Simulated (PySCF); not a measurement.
CH4S, charge +1, doublet, geometry from GFN2-xTB (a state made from the parent by changing its charge; the spin is typed, not shown lowest); DF-HF/def2-SVPD (PySCF).

PySCF was given this input:
```python
from pyscf import gto, scf

mol = gto.Mole()
mol.atom = '''
    C    -0.07388241    1.11980998    0.01035255
    S    -0.04134435   -0.65009848   -0.00670276
    H     1.30919756   -0.80487041    0.00288752
    H    -1.10858026    1.45936870    0.00516795
    H     0.44489002    1.50553466    0.89456842
    H     0.45929671    1.52268287   -0.85749509
'''
mol.basis = 'def2-svpd'
mol.charge = 1
mol.spin = 1
mol.verbose = 4
mol.build()

mf = scf.UHF(mol)
mf = mf.density_fit(auxbasis='def2-universal-jkfit')
mf.kernel()
mf.analyze()
```

It wrote (shortened):

```
PySCF version 2.14.0

[INPUT] verbose = 4
[INPUT] num. atoms = 6
[INPUT] num. electrons = 25
[INPUT] charge = 1
[INPUT] spin (= nelec alpha-beta = 2S) = 1
[INPUT] symmetry False subgroup None
[INPUT] Mole.unit = angstrom
[INPUT] Symbol           X                Y                Z      unit          X                Y                Z       unit  Magmom
[...]
nuclear repulsion = 57.1106613144579
number of shells = 35
number of NR pGTOs = 115
number of NR cGTOs = 79
basis = def2-svpd
ecp = {}

******** <class 'pyscf.df.df_jk.DFUHF'> ********
method = DFUHF
initial guess = minao
damping factor = 0
level_shift factor = 0
DIIS = <class 'pyscf.scf.diis.CDIIS'>
diis_start_cycle = 1
diis_space = 8
diis_damp = 0
SCF conv_tol = 1e-09
SCF conv_tol_grad = None
SCF max_cycles = 50
direct_scf = False
number electrons alpha = 13  beta = 12
Set gradient conv threshold to 3.16228e-05
******** <class 'pyscf.df.df.DF'> ********
auxbasis = def2-universal-jkfit
init E= -437.592733441177

cycle= 1 E= -437.185972516993  delta_E= 0.407  |g|= 0.292  |ddm|= 1.66
cycle= 2 E= -437.255070706086  delta_E= -0.0691  |g|= 0.116  |ddm|= 0.504
cycle= 3 E= -437.264261774992  delta_E= -0.00919  |g|= 0.0367  |ddm|= 0.212
cycle= 4 E= -437.266594287039  delta_E= -0.00233  |g|= 0.0152  |ddm|= 0.081
cycle= 5 E= -437.267068557644  delta_E= -0.000474  |g|= 0.0062  |ddm|= 0.0403
cycle= 6 E= -437.267157179868  delta_E= -8.86e-05  |g|= 0.00191  |ddm|= 0.0216
cycle= 7 E= -437.26716456947  delta_E= -7.39e-06  |g|= 0.000638  |ddm|= 0.00721
cycle= 8 E= -437.267165372841  delta_E= -8.03e-07  |g|= 0.000301  |ddm|= 0.0021
cycle= 9 E= -437.267165606311  delta_E= -2.33e-07  |g|= 0.000132  |ddm|= 0.00122
cycle= 10 E= -437.267165655806  delta_E= -4.95e-08  |g|= 3.94e-05  |ddm|= 0.000672
cycle= 11 E= -437.267165659286  delta_E= -3.48e-09  |g|= 1.44e-05  |ddm|= 0.000173
cycle= 12 E= -437.267165659737  delta_E= -4.5e-10  |g|= 6.21e-06  |ddm|= 5.5e-05
Extra cycle  E= -437.267165659792  delta_E= -5.53e-11  |g|= 4.19e-06  |ddm|= 1.19e-05
converged SCF energy = -437.267165659792  <S^2> = 0.76412874  2S+1 = 2.0140792
**** SCF Summaries ****
Total Energy =                        -437.267165659791942
Nuclear Repulsion Energy =              57.110661314457886
One-electron Energy =                 -708.289467748465768
Two-electron Energy =                  213.911640774215925
Two-electron Coulomb Energy =          245.270639933981499
DFT Exchange-Correlation Energy =      -31.358999159765574
**** MO energy ****
                             alpha | beta                alpha | beta
[...]
To work with the spin densities directly, `use mulliken_meta_spin()` only printing them here.

 ** Mulliken spin pop alpha/beta on meta-lowdin orthogonal AOs **
 ** Mulliken Spin Density (per AO)  **
spin_pop of  0 C 1s        0.00000
spin_pop of  0 C 2s       -0.00789
spin_pop of  0 C 3s        0.00017
spin_pop of  0 C 4s       -0.00000
spin_pop of  0 C 2px      -0.00614
spin_pop of  0 C 2py      -0.03398
spin_pop of  0 C 2pz      -0.00650
spin_pop of  0 C 3px       0.00011
spin_pop of  0 C 3py       0.00013
spin_pop of  0 C 3pz       0.00062
spin_pop of  0 C 3dxy      0.00002
spin_pop of  0 C 3dyz     -0.00012
spin_pop of  0 C 3dz^2    -0.00002
spin_pop of  0 C 3dxz      0.00000
spin_pop of  0 C 3dx2-y2   -0.00003
spin_pop of  0 C 4dxy      0.00011
spin_pop of  0 C 4dyz      0.00053
spin_pop of  0 C 4dz^2     0.00006
spin_pop of  0 C 4dxz      0.00014
spin_pop of  0 C 4dx2-y2   -0.00006
spin_pop of  1 S 1s       -0.00000
spin_pop of  1 S 2s        0.00000
spin_pop of  1 S 3s        0.04303
spin_pop of  1 S 4s       -0.00053
spin_pop of  1 S 5s        0.00014
spin_pop of  1 S 2px      -0.00000
spin_pop of  1 S 2py       0.00000
spin_pop of  1 S 2pz       0.00005
spin_pop of  1 S 3px       0.00975
spin_pop of  1 S 3py       0.01603
spin_pop of  1 S 3pz       0.94756
spin_pop of  1 S 4px       0.00027
spin_pop of  1 S 4py       0.00030
spin_pop of  1 S 4pz       0.00346
spin_pop of  1 S 5px      -0.00004
spin_pop of  1 S 5py      -0.00010
spin_pop of  1 S 5pz       0.00046
spin_pop of  1 S 3dxy      0.00034
spin_pop of  1 S 3dyz     -0.00005
spin_pop of  1 S 3dz^2     0.00278
spin_pop of  1 S 3dxz      0.00069
spin_pop of  1 S 3dx2-y2    0.00070
spin_pop of  1 S 4dxy      0.00012
spin_pop of  1 S 4dyz      0.00036
spin_pop of  1 S 4dz^2     0.00001
spin_pop of  1 S 4dxz      0.00016
spin_pop of  1 S 4dx2-y2   -0.00007
spin_pop of  2 H 1s       -0.03575
spin_pop of  2 H 2s       -0.00012
spin_pop of  2 H 2px      -0.00012
spin_pop of  2 H 2py       0.00004
spin_pop of  2 H 2pz       0.00006
spin_pop of  2 H 3px      -0.00012
spin_pop of  2 H 3py       0.00010
spin_pop of  2 H 3pz       0.00074
spin_pop of  3 H 1s        0.00124
spin_pop of  3 H 2s        0.00001
spin_pop of  3 H 2px       0.00000
spin_pop of  3 H 2py       0.00006
spin_pop of  3 H 2pz       0.00012
spin_pop of  3 H 3px       0.00001
spin_pop of  3 H 3py      -0.00001
spin_pop of  3 H 3pz       0.00021
spin_pop of  4 H 1s        0.02974
spin_pop of  4 H 2s        0.00056
spin_pop of  4 H 2px       0.00010
spin_pop of  4 H 2py      -0.00010
spin_pop of  4 H 2pz       0.00014
spin_pop of  4 H 3px       0.00003
spin_pop of  4 H 3py      -0.00004
spin_pop of  4 H 3pz       0.00006
spin_pop of  5 H 1s        0.02974
spin_pop of  5 H 2s        0.00056
spin_pop of  5 H 2px       0.00010
spin_pop of  5 H 2py      -0.00010
spin_pop of  5 H 2pz       0.00014
spin_pop of  5 H 3px       0.00003
spin_pop of  5 H 3py      -0.00005
spin_pop of  5 H 3pz       0.00007
 ** Mulliken Spin Density (per atom)  **
spin density of  0 C =     -0.05285
spin density of  1 S =      1.02543
spin density of  2 H =     -0.03518
spin density of  3 H =      0.00164
spin density of  4 H =      0.03048
spin density of  5 H =      0.03048
 ** Mulliken pop alpha/beta on meta-lowdin orthogonal AOs **
 ** Mulliken pop       alpha | beta **
In total            13.00000 | 12.00000
 ** Mulliken atomic charges   ( Nelec_alpha | Nelec_beta ) **
charge of  0C =     -0.32879  (     3.13797      3.19082 )
charge of  1S =      0.70601  (     8.15971      7.13428 )
charge of  2H =      0.13885  (     0.41298      0.44816 )
charge of  3H =      0.15970  (     0.42097      0.41933 )
charge of  4H =      0.16211  (     0.43419      0.40370 )
charge of  5H =      0.16211  (     0.43419      0.40370 )

WARN: System has nonzero charge 1; the dipole moment is origin-dependent.
Location of origin: [0. 0. 0.]

Dipole moment(X, Y, Z, Debye):  1.15313,  0.26094,  0.01204
```
